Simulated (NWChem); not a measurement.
# CuI; SMILES [Cu][I]

```xyz
2

Cu     0.0000     0.0000    -1.5410
I      0.0000     0.0000     0.8372
```
Atoms are numbered in this order, from 1.

Coordinates come from a PBE0/def2-SVP optimisation. def2 effective core potentials on I; no spin-orbit coupling.

### Question
List the 4 lowest vertical singlet excitations from PBE/def2-SVPD with def2 effective core potentials on I, TDA (NWChem).

### Answer
```
state  energy (eV)  oscillator strength  leading excitation (squared amplitude)
-----  -----------  -------------------  --------------------------------------
S1            1.99                0.008                      HOMO → LUMO (1.00)
S2            1.99                0.008                    HOMO−1 → LUMO (1.00)
S3            2.36                0.000                    HOMO−2 → LUMO (1.00)
S4            2.36                0.000                    HOMO−3 → LUMO (1.00)
```
